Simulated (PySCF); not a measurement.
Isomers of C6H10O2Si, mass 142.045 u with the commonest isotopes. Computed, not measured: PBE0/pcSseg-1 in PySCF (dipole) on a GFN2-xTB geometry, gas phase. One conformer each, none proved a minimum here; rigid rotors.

Question: Order these by out-of-plane moment Σ m c² = (Ia + Ib − Ic)/2, largest first.
A. `[CH2:1]=[CH:2][C@@:3]1([C:4](=[O:5])[OH:6])[SiH2:7][C@H:8]1[CH3:9]` with C1–C2–C3–C4 -56°, C2–C3–C4–O5 -175°, C3–C4–O6–H 179°
B. `[CH3:1][CH2:2][C:3]1=[CH:4][O:5][SiH2:6][CH:7]=[CH:8][O:9]1` with C1–C2–C3–C4 -99°
C. `[CH3:1][CH2:2][O:3][SiH2:4][CH2:5][C:6]#[C:7][CH:8]=[O:9]` with C1–C2–O3–Si4 -160°, C2–O3–Si4–C5 60°, O3–Si4–C5–C6 -62°
D. `[CH3:1][C:2](=[O:3])[C@@H:4]1[CH2:5][C@@:6]1([SiH3:7])[CH:8]=[O:9]` with C1–C2–C4–C5 -129°, C5–C6–C8–O9 46°

Answer: A (94.41 u·Å²), D (48.61 u·Å²), B (36.14 u·Å²), C (30.32 u·Å²).

Question: Order these by rotational constant A, largest first.
A. `[CH3:1][CH2:2][C:3]1=[CH:4][O:5][SiH2:6][CH:7]=[CH:8][O:9]1` with C1–C2–C3–C4 -99°
B. `[CH2:1]=[CH:2][C@@:3]1([C:4](=[O:5])[OH:6])[SiH2:7][C@H:8]1[CH3:9]` with C1–C2–C3–C4 -56°, C2–C3–C4–O5 -175°, C3–C4–O6–H 179°
C. `[CH3:1][C:2](=[O:3])[C@@H:4]1[CH2:5][C@@:6]1([SiH3:7])[CH:8]=[O:9]` with C1–C2–C4–C5 -129°, C5–C6–C8–O9 46°
D. `[CH3:1][CH2:2][O:3][SiH2:4][CH2:5][C:6]#[C:7][CH:8]=[O:9]` with C1–C2–O3–Si4 -160°, C2–O3–Si4–C5 60°, O3–Si4–C5–C6 -62°

Answer: A (2548 MHz), C (1843 MHz), B (1683 MHz), D (1568 MHz).

Question: Order these by dipole moment, smallest first.
A. `[CH2:1]=[CH:2][C@@:3]1([C:4](=[O:5])[OH:6])[SiH2:7][C@H:8]1[CH3:9]` with C1–C2–C3–C4 -56°, C2–C3–C4–O5 -175°, C3–C4–O6–H 179°
B. `[CH3:1][C:2](=[O:3])[C@@H:4]1[CH2:5][C@@:6]1([SiH3:7])[CH:8]=[O:9]` with C1–C2–C4–C5 -129°, C5–C6–C8–O9 46°
C. `[CH3:1][CH2:2][C:3]1=[CH:4][O:5][SiH2:6][CH:7]=[CH:8][O:9]1` with C1–C2–C3–C4 -99°
D. `[CH3:1][CH2:2][O:3][SiH2:4][CH2:5][C:6]#[C:7][CH:8]=[O:9]` with C1–C2–O3–Si4 -160°, C2–O3–Si4–C5 60°, O3–Si4–C5–C6 -62°

Answer: C (0.98 D), A (1.43 D), B (2.51 D), D (3.02 D).

```json
{"SMILES": "CCC1=CO[SiH2]C=CO1", "point group": "C1", "Ia (u·Å²)": "198.36", "Ib (u·Å²)": "514.75", "Ic (u·Å²)": "640.83", "κ": "-0.78", "μa (D)": "0.51", "μb (D)": "0.64", "μc (D)": "0.53"}
{"SMILES": "C=C[C@@]1(C(=O)O)[SiH2][C@H]1C", "point group": "C1", "Ia (u·Å²)": "300.36", "Ib (u·Å²)": "393.61", "Ic (u·Å²)": "505.15", "κ": "-0.17", "μa (D)": "0.75", "μb (D)": "1.09", "μc (D)": "0.55"}
{"SMILES": "CC(=O)[C@@H]1C[C@@]1([SiH3])C=O", "point group": "C1", "Ia (u·Å²)": "274.17", "Ib (u·Å²)": "421.88", "Ic (u·Å²)": "598.83", "κ": "-0.29", "μa (D)": "1.90", "μb (D)": "1.43", "μc (D)": "0.79"}
{"SMILES": "CCO[SiH2]CC#CC=O", "point group": "C1", "Ia (u·Å²)": "322.37", "Ib (u·Å²)": "617.25", "Ic (u·Å²)": "878.99", "κ": "-0.51", "μa (D)": "1.79", "μb (D)": "2.40", "μc (D)": "0.41"}
```
